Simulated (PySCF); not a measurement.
# C6H9O: g tensor and hyperfine couplings

Compound: C6H9O (doublet state).
Geometry (GFN2-xTB, Å), atoms numbered from 1 in this order:
```
atom  x, y, z in Å
C1    -0.746   -1.424    1.646
C2    -0.301   -0.913    0.499
C3    -0.522    0.453    0.043
C4    -1.361    1.362    0.901
C5    -0.166    0.857   -1.178
O6     0.691    0.541   -2.104
C7     1.941   -0.080   -1.777
H8    -0.548   -2.450    1.909
H9    -1.304   -0.848    2.362
H10    0.245   -1.553   -0.182
H11   -1.484    2.325    0.415
H12   -2.344    0.928    1.076
H13   -0.878    1.514    1.865
H14    2.695    0.356   -2.432
H15    1.874   -1.153   -1.967
H16    2.201    0.096   -0.732
```

The hyperfine couplings belong to this conformer and change with its torsions.

As a line formula: `C(=C)/C(C)=[C]\OC` [radical].

Theory: PySCF, UKS B3LYP, pcH-1 on C H O, non-relativistic, mean-field spin-orbit, GIAO. Isolated species at its GFN2-xTB geometry (one conformer only). Couplings are sensitive to structure, and on GFN2-xTB geometries they can be far from those on DFT ones. The frame is twisted about the C3–C5 bond at this geometry (dihedral C2–C3–C5–O6 = -25°); couplings at other torsion angles weren't computed. No stability test was run, so a lower SCF solution isn't excluded.

```json
{
 "g1, g2, g3": "2.00178, 2.00209, 2.00327",
 "g_iso": "2.00238",
 "Form of g": "rhombic: the two nearest values differ by 20 % of g3 − g1",
 "⟨S²⟩": "0.7554 (exact 0.7500)",
 "α and β electrons": "27, 26",
 "HOMO–LUMO gap, α and β orbitals": "4.83, 3.94 eV",
 "Total energy": "-309.17282 Eh",
 "Basis functions": "265"
}
```

Isotropic coupling and dipolar principal values T1 to T3, in mT; ρ(0) is the spin density at the nucleus (MHz turned into mT with g_iso):

| atom | isotope | a_iso | T1 | T2 | T3 | Mulliken spin population | ρ(0) (bohr⁻³) |
| --- | --- | --- | --- | --- | --- | --- | --- |
| C1 | 13C | 0.31 | -0.11 | -0.04 | 0.15 | 0.01 | 0.0077 |
| C2 | 13C | 1.55 | -0.15 | -0.14 | 0.30 | 0.04 | 0.0386 |
| C3 | 13C | 1.93 | -0.54 | -0.21 | 0.76 | -0.04 | 0.0480 |
| C4 | 13C | 1.09 | -0.10 | -0.09 | 0.19 | 0.01 | 0.0271 |
| C5 | 13C | 15.13 | -2.52 | -1.96 | 4.48 | 0.86 | 0.3771 |
| O6 | 17O | -5.21 | -1.33 | 0.66 | 0.68 | 0.07 | 0.2410 |
| C7 | 13C | 1.14 | -0.21 | -0.17 | 0.38 | 0.04 | 0.0284 |
| H8 | 1H | 0.25 | -0.05 | -0.01 | 0.07 | 0.00 | 0.0016 |
| H9 | 1H | 0.03 | -0.07 | -0.02 | 0.09 | 0.00 | 0.0002 |
| H10 | 1H | -0.11 | -0.15 | -0.05 | 0.20 | 0.00 | -0.0007 |
| H11 | 1H | -0.04 | -0.22 | -0.11 | 0.33 | 0.01 | -0.0003 |
| H12 | 1H | 0.21 | -0.09 | -0.08 | 0.17 | 0.00 | 0.0013 |
| H13 | 1H | -0.24 | -0.09 | -0.08 | 0.17 | 0.00 | -0.0015 |
| H14 | 1H | -0.15 | -0.15 | -0.09 | 0.24 | 0.00 | -0.0010 |
| H15 | 1H | 0.48 | -0.14 | -0.04 | 0.19 | 0.01 | 0.0030 |
| H16 | 1H | -0.13 | -0.17 | -0.07 | 0.24 | 0.00 | -0.0008 |

The largest Mulliken spin populations are on C5 (+0.86) and O6 (+0.07). No atom but C5 exceeds +0.15.

Axes: g1 points within 12° of the C5–O6 bond.

Under fast tumbling the dipolar parts average out, and these isotropic splittings remain: 1 × 1H (H8, I = 1/2, 2 lines) with 0.25 mT, 1 × 1H (H10, I = 1/2, 2 lines) with 0.11 mT, 3 × 1H (H14/H15/H16, I = 1/2, 4 lines) with 0.07 mT and 1 × 1H (H9, I = 1/2, 2 lines) with 0.03 mT.

Nuclei that the bonding pattern makes equivalent are averaged, as if the motion that swaps them (rotation, inversion, ring flip) were fast. The three 1H nuclei of mean +1.9 MHz run from -4.3 to 13.5 MHz in the frozen geometry.

The 13C coupling of C5 (423.9 MHz) shows only in satellite lines or after enrichment, since that isotope makes up about 1.07 % of natural carbon.

The 17O coupling of O6 (-146.1 MHz) shows only in satellite lines or after enrichment, since that isotope makes up about 0.038 % of natural oxygen.
